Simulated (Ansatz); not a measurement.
This triplet is an excited state, 0.65 eV above the relaxed singlet at the level frozen-core CCSD(T)/cc-pVTZ // PBE0-D3(BJ)/def2-TZVP (Ansatz, a first-principles code).

A geometry relaxed with PBE0-D3(BJ)/def2-TZVP (Ansatz), charge 0, multiplicity 3:

```xyz
6

Si    -0.7033     0.0173     0.1028
H      2.7280     0.2458    -0.3505
H     -1.5644    -1.1865     0.0008
H     -0.8365     0.6070     1.4622
Ge     1.5103    -0.7075    -0.3107
H     -1.1342     1.0239    -0.9046
```

Task: Write the SMILES of this molecule.

Result: `[SiH3][GeH]`
